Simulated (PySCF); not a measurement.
C3H6BNO, SMILES C1=NCB(C)O1. The structure is a stationary point at PBE-D3(BJ)/def2-SVP. This is a generated structure with no PubChem entry under its InChIKey; it may be hypothetical. The values are those of a single conformer.

Task: Give the equilibrium geometry at PBE-D3(BJ)/def2-SVP (PySCF confirms it by a frequency run) as bond lengths and angles. (An estimate is asked for; the answer gives what the named calculation found.)

Result: Several could match; the one computed here: 
Atoms: C1 B2 C3 N4 C5 O6 H7 H8 H9 H10 H11 H12. Bond lengths (Å): C1–B2 1.563, C1–H7 1.107, C1–H8 1.110, C1–H9 1.113, B2–C3 1.589, B2–O6 1.397, C3–N4 1.478, C3–H10 1.114, C3–H11 1.114, N4–C5 1.276, C5–O6 1.395, C5–H12 1.102. Bond angles (°): B2–C1–H7 113.1, B2–C1–H8 111.8, B2–C1–H9 109.2, H7–C1–H8 109.2, H7–C1–H9 107.6, H8–C1–H9 105.6, C1–B2–C3 133.4, C1–B2–O6 121.8, C3–B2–O6 104.7, B2–C3–N4 104.1, B2–C3–H10 114.6, B2–C3–H11 114.3, N4–C3–H10 110.0, N4–C3–H11 109.9, H10–C3–H11 104.2, C3–N4–C5 105.7, N4–C5–O6 119.3, N4–C5–H12 126.0, O6–C5–H12 114.7, B2–O6–C5 106.2.
